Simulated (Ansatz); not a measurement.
System: BiF3, charge 0, multiplicity 1. 
Coordinates optimised at B3LYP-D3(BJ)/def2-TZVP (Ansatz, a quantum-chemistry and plane-wave program):
```xyz
4

Bi     0.0004    -0.0017     0.2538
F     -1.3717    -1.0299    -0.7847
F     -0.2126     1.7093    -0.7687
F      1.5802    -0.6640    -0.7875
```
Charge 0, spin multiplicity 1.

Task: Give the harmonic wavenumbers at B3LYP-D3(BJ)/def2-TZVP (Ansatz, finite differences of forces, unscaled).

Result: 165, 166, 187, 566, 567, 591 cm⁻¹. Zero-point energy 3.2 kcal/mol.

Task: From these and the geometry, give the ideal-gas thermochemistry at 298.15 K and 1 atm (rigid rotor, harmonic oscillator).

Result: Point group C3v, rotational symmetry number 3. Rotational constants 3.83, 3.83, 3.007 GHz. S(trans) 42.63, S(rot) 24.21, S(vib) 8.71, S(elec, spin only) 0.00, S 75.6 cal/(mol K). H(298) - H(0) 3.84 kcal/mol; G - E(el) -15.5 kcal/mol.
